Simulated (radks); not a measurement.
Question: Coherent X-ray form factor from a spherical all-electron density. All-electron calculation, non-relativistic Kohn-Sham, LDA (Slater exchange, Perdew-Wang correlation), spin-unpolarised, spherical densities, point nucleus. Program: a radial shooting solver on a logarithmic mesh with Libxc functionals.

sin(theta)/lambda (1/angstrom),f0 (electrons)
0.05,73.513
0.1,72.099
0.15,69.893
0.2,67.085
0.25,63.892
0.3,60.522
0.4,53.892
0.5,48.012
0.6,43.062
0.8,35.263
1,29.113
1.25,23.103
1.5,18.923
2,14.439

The species is in the configuration that NIST lists as its ground one. Which atom or ion scatters so?

Answer: The thallium ion Tl7+, [Xe] 4f14 5d6. Extrapolating in s^2 from the first two rows gives f0(0) = 74.0, near the electron count 74; among species with that count, the fall with angle is slower the higher Z, and the table is that of Z = 81; from so few rows the species is fixed only to a neighbour or two.
